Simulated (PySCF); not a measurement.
C5H10NOS (doublet state).
Atom-mapped SMILES: `[CH2:1]=[C:2]([CH2:3][NH2:4])[S@:5](=[O:6])[CH:7][CH3:8]` (hydrogens: H9, H10 on C1; H11, H12 on C3; H13, H14 on N4; H15 on C7; H16, H17, H18 on C8)

Cartesian coordinates in Å at the GFN2-xTB level; atoms count from 1:
```xyz
18
C5H10NOS angstrom
C     -1.7833    0.3754   -0.8668
C     -0.8703    0.0946    0.0420
C     -0.5978    0.8514    1.3130
N     -1.1018    0.1977    2.5037
S      0.1592   -1.4335   -0.1883
O      0.3507   -2.0029    1.1506
C      1.6300   -0.5982   -0.5968
C      1.8030   -0.0550   -1.9578
H     -1.9463   -0.2567   -1.7239
H     -2.4071    1.2531   -0.7952
H      0.4839    0.9699    1.4327
H     -1.0542    1.8457    1.2438
H     -2.0985    0.0267    2.4225
H     -0.6378   -0.6990    2.6199
H      2.4908   -0.8416    0.0040
H      2.3306    0.9004   -1.9207
H      0.8367    0.0968   -2.4346
H      2.4034   -0.7185   -2.5890
```

The hyperfine couplings belong to this conformer and change with its torsions.

Level of theory: UKS B3LYP, pcH-1 on C H N O S, non-relativistic, mean-field spin-orbit, GIAO in PySCF. Geometry: GFN2-xTB, one conformer, isolated molecule. The geometry wasn't refined by DFT: couplings that depend on bond lengths, twists or pyramidal angles can differ widely from those at the functional's own minimum. No stability test was run, so a lower SCF solution isn't excluded.

Largest spin populations (Mulliken): C7 (+0.92), C8 (-0.07) and C2 (+0.07). No atom but C7 exceeds +0.15. The positive populations add up to 1.11 and the negative ones to -0.11, together 2S = 1. The angles at C7 add up to 355.6°, so it is nearly planar; its axial dipolar tensor and the negative coupling of its proton fit spin in a p orbital normal to that plane.

(1) How do the β-proton couplings of this frozen conformer go with θ, the angle between the C–H bond and the normal to the plane of the spin centre's three neighbours, both seen down the bond from centre to carbon?

(2) What would the freely rotating methyl group on C8 show?

## Answers

(1) 
```json
{"β H": "H16", "on": "C8", "centre": "C7", "θ (°)": "43", "cos²θ": "0.54", "a (G)": "+27.61"}
{"β H": "H17", "on": "C8", "centre": "C7", "θ (°)": "78", "cos²θ": "0.04", "a (G)": "+1.94"}
{"β H": "H18", "on": "C8", "centre": "C7", "θ (°)": "19", "cos²θ": "0.89", "a (G)": "+44.36"}
```

Fitting the Heller–McConnell form a = ρ(B0 + B2 cos²θ), with Mulliken ρ = 0.92, gives B0 = -0.1 G and B2 = 54.6 G, with a largest miss of 0.5 G. By this fit the coupling would be 50.0 G at θ = 0° and -0.1 G at 90°.

(2) Three equal couplings, a 1:3:3:1 quartet. The mean of the three values of this geometry estimates the splitting: 24.6 G, or 69.1 MHz (three bonds 120° apart have a mean cos²θ of 1/2 at any torsion).

Couplings in gauss use g_iso = 2.0027.
